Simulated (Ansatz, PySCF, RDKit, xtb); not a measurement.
Pair of molecules: HF (SMILES F) (first 2 atoms) with C2H4 (SMILES C=C); geometry from B3LYP-D3(BJ)/def2-TZVP.
(charge 0, multiplicity 1):
```xyz
8

F     -0.0440     0.3998    -0.2698
H     -0.0182     0.2834     0.6584
C      0.4068    -0.5300     2.6881
C     -0.3264     0.5668     2.8459
H     -0.0477    -1.5076     2.5825
H      1.4893    -0.4925     2.6679
H      0.1284     1.5433     2.9608
H     -1.4086     0.5282     2.8754
```

Monomers are frozen at their geometry in the pair; levels with a basis set take the counterpoise correction. Rows marked so take none. RDKit's UFF carries no charges.

Frozen-core correlation. Rows in 6-311+G** carry no dispersion term and start afresh at each structure.

Run with Ansatz (a first-principles code); PySCF for 6-311+G** rows, the dispersion terms; RDKit for the force fields; xtb for the GFN methods. Each number belongs to the level named beside it.

```json
[
 {"level": "UFF", "interaction energy (kJ/mol)": "58.6"},
 {"level": "GFN2-xTB", "interaction energy (kJ/mol)": "-17.3"},
 {"level": "revPBE/def2-TZVPPD", "interaction energy (kJ/mol)": "-14.5"},
 {"level": "B3LYP/6-311+G** (no counterpoise)", "interaction energy (kJ/mol)": "-18.9"},
 {"level": "B3LYP-D3(BJ)/def2-TZVPPD", "interaction energy (kJ/mol)": "-22.4"},
 {"level": "BHLYP-D4/def2-TZVPPD", "interaction energy (kJ/mol)": "-21.8"},
 {"level": "wB97M-V/def2-TZVPPD", "interaction energy (kJ/mol)": "-21.2"},
 {"level": "MP2/aug-cc-pVTZ", "interaction energy (kJ/mol)": "?"},
 {"level": "CCSD/aug-cc-pVDZ", "interaction energy (kJ/mol)": "-14.5"}
]
```

Q: Fill in the missing entries.

A: 
- MP2/aug-cc-pVTZ, interaction energy (kJ/mol): -19.5
